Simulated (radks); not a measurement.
Q: Au IV, 76 electrons, occupied as [Xe] 4f14 5d8. All-electron calculation, Dirac Kohn-Sham, LDA (Slater exchange, Perdew-Wang correlation), spin-unpolarised, spherical densities, finite nucleus; open shells are shared between the two j in proportion to 2j + 1; Fermi nuclear charge, rms radius 5.4371 fm. Program: a radial shooting solver on a logarithmic mesh with Libxc functionals.

Spin-orbit splittings of the eigenvalues, e(l+1/2) - e(l-1/2), with zeta = 2 splitting/(2l+1) and mean radii in bohr:

shell  occ.  splitting (eV)  zeta (eV)  <r> j=l-1/2  <r> j=l+1/2
2p        6            1834       1222      0.05800      0.06655
3p        6           404.5      269.7       0.1737       0.1894
3d       10           87.02      34.81       0.1649       0.1696
4p        6           97.26      64.84       0.4095       0.4438
4d       10           18.12      7.247       0.4521       0.4633
4f       14           3.819      1.091       0.4948       0.5018
5p        6               ?          ?       0.9954        1.090
5d        8           1.863     0.7454        1.410        1.455

Estimate the 5p splitting.

A: 16.96 eV (zeta = 11.31 eV).
